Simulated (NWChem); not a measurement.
System: CH5BO; SMILES O(B)C

Input file for NWChem:

```
start job
memory heap 200 mb stack 900 mb global 1100 mb
geometry units angstroms noautoz
  B      0.187620    -1.296176     0.000000
  H     -0.462338    -2.300197     0.000000
  H      1.390550    -1.299080     0.000000
  O     -0.494395    -0.137385     0.000000
  C      0.147232     1.133618     0.000000
  H      1.238662     1.032692     0.000000
  H     -0.169973     1.686755    -0.889742
  H     -0.169973     1.686755     0.889742
end
basis spherical
  B library 6-31g*
  H library 6-31g*
  O library 6-31g*
  C library 6-31g*
end
dft
  xc xpbe96 cpbe96
  iterations 150
  mulliken
end
task dft energy
```

Structure relaxed at the B3LYP/6-31G* (spherical d) level.

Question: Predict the main results of this run. (PBE/6-31G* (spherical d).) Quantities: energy (Ha); highest occupied level (eV); orbital gap (eV); dipole (D).

Answer: 
```
Quantity                       Value
---------------------------  -------
energy (Ha)                  -141.01
highest occupied level (eV)    -6.84
orbital gap (eV)                6.02
dipole (D)                      1.84
```
